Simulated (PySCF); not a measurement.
Species: C₅H₈N₂OS.
Geometry (GFN2-xTB, Å), atoms numbered from 1 in this order:
```xyz
17
C5H8N2OS angstrom
C     -1.5335    0.5929   -0.5413
C     -0.7401   -0.5723    0.0421
C     -1.6140   -1.4914    0.8841
O      0.2951   -0.0839    0.9077
C      1.3828    0.4044    0.3300
C      2.4811    0.9298    1.0741
N      3.4563    1.3378    0.3085
S      3.0574    1.0954   -1.2473
N      1.5882    0.4475   -0.9702
H     -1.9898    1.1703    0.2597
H     -2.3131    0.2166   -1.1973
H     -0.8755    1.2403   -1.1155
H     -0.2636   -1.1331   -0.7731
H     -1.0161   -2.2906    1.3144
H     -2.3943   -1.9255    0.2657
H     -2.0715   -0.9267    1.6924
H      2.5435    1.0005    2.1427
```

Vertical excitations from PySCF (density fitting, frozen core in the response, grid level 2 and gas phase unless stated; continuum runs use non-equilibrium linear response for the excitations) on a GFN2-xTB geometry. Reference run:

```
                              settings    S1, eV (f)    S2, eV (f)    S3, eV (f)    S4, eV (f)    S5, eV (f)    S6, eV (f)  T1, eV (Tamm–Dancoff)  mean α (au)
PBE0/def2-SVPD, full TDDFT, 6 singlets  5.07 (0.139)  5.25 (0.005)  5.68 (0.000)  6.45 (0.003)  6.69 (0.006)  6.70 (0.027)                   3.54         93.5
```

Problem. What do these settings give: (1) OPBE/def2-SVPD, damping 0.3 at the start, DIIS from the seventh cycle, full TDDFT, 12 singlets; (2) KT2/6-311G**, full TDDFT, 6 singlets; (3) PBE/def2-SVPD, grid level 3, fitting basis def2-universal-jkfit, full TDDFT, 3 singlets?

Solution. 
```csv
settings,"S1, eV (f)","S2, eV (f)","S3, eV (f)","S4, eV (f)","S5, eV (f)","S6, eV (f)","T1, eV (Tamm–Dancoff)",mean α (au)
"OPBE/def2-SVPD, damping 0.3 at the start, DIIS from the seventh cycle, full TDDFT, 12 singlets",4.69 (0.093),4.99 (0.003),5.25 (0.000),5.97 (0.002),6.04 (0.004),6.13 (0.005),3.45,95.0
"KT2/6-311G**, full TDDFT, 6 singlets",4.76 (0.092),5.12 (0.002),5.19 (0.001),6.12 (0.003),6.15 (0.003),6.33 (0.033),–,87.6
"PBE/def2-SVPD, grid level 3, fitting basis def2-universal-jkfit, full TDDFT, 3 singlets",4.62 (0.090),4.92 (0.004),5.21 (0.000),–,–,–,3.42,97.2
```

(1) S1 moves by -0.38 eV (OPBE has no exact exchange, PBE0 25 % exact exchange). (2) S1 moves by -0.31 eV; functional and basis change together, so the shift can't be laid on one. (3) S1 moves by -0.45 eV (PBE has no exact exchange, PBE0 25 % exact exchange). States are counted by energy in each run and needn't keep their character from row to row.

All basis functions are spherical, in the Pople sets too. KT2 was designed for NMR shieldings or shifts; total energies of different functionals aren't comparable.

Problem. Which orbital pairs make up S1 in each run, and how does it sit against the orbital gap?

Solution. 
```
                                                                                      settings  S1 configurations (weight)  S1 (eV)  orbital gap (eV)  S1 − gap (eV)
                                                        PBE0/def2-SVPD, full TDDFT, 6 singlets                    H→L 0.94     5.07              5.76          -0.69
OPBE/def2-SVPD, damping 0.3 at the start, DIIS from the seventh cycle, full TDDFT, 12 singlets                    H→L 0.90     4.69              3.86          +0.83
                                                          KT2/6-311G**, full TDDFT, 6 singlets                    H→L 0.91     4.76              3.95          +0.81
       PBE/def2-SVPD, grid level 3, fitting basis def2-universal-jkfit, full TDDFT, 3 singlets                    H→L 0.90     4.62              3.80          +0.82
```

One conformer stands for the species.
